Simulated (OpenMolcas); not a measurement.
As.

- Program: OpenMolcas 26.06
- Basis: ANO-RCC-VQZP [7s6p4d2f1g]
- Scalar Hamiltonian: DKH2, point nucleus
- Active space: 5 electrons in 9 orbitals (RAS2 4s 4p; RAS3 4d, at most 2 electrons)
- State averaging: 2S+1 = 4 odd, 1 root; 2S+1 = 2 odd, 8 roots; 2S+1 = 4 even, 3 roots; 2S+1 = 2 even, 5 roots (0 in the spin-orbit step)
- Spin-orbit coupling: RASSI with atomic mean-field integrals over the reference wave functions, term energies averaged over their components

Two sets of levels on these reference wave functions, in cm⁻¹ above 4s² 4p³ ⁴S°_3/2: one from RASSCF and one from SS-RASPT2, IPEA 0.25 Eh, imaginary shift 0.1 Eh (closed shells correlated: 3d).

```csv
Level,Set 1,Set 2
4s² 4p³ ⁴S°_3/2,0.0,0.0
4s² 4p³ ²D°_3/2,10924,13895
4s² 4p³ ²D°_5/2,11148,14113
4s² 4p³ ²P°_1/2,18797,22013
4s² 4p³ ²P°_3/2,19074,22272
```

**Question.** Which set is which?

**Answer.** Set 1 is SS-RASPT2. Its levels of the other terms of 4s² 4p³ lie at 0.79 to 0.86 of the other set's values, as expected, since terms of lower spin or lower L gain more correlation energy than the Hund ground term. Against 4 measured levels (NIST Handbook of Basic Atomic Spectroscopic Data) the mean absolute deviation is 400 cm-1 with it and 3500 cm-1 without; single levels miss by up to 610 cm-1 with it.

Some high roots are left out of the spin-orbit mixing, which shifts the levels that they would mix with. Active for correlation alone: 4d; no level in the range computed is led by a configuration that fills it, so any true level of that kind is missing. Without dynamic correlation excited terms often stand tens of per cent too high (terms of higher spin than the ground term too low), and those without a measured partner can miss by more than the paired ones (holds for RASSCF). Measured partners are found by configuration, term and J. A level has none where our copy of the source lacks it or the pairing is in doubt (some pairs that miss far off the trend of their configuration count as doubtful), and it then counts in no deviation. Only configurations of the active space appear. The table leaves out levels that lie high or whose names do not pair safely across all columns.

° marks odd parity.
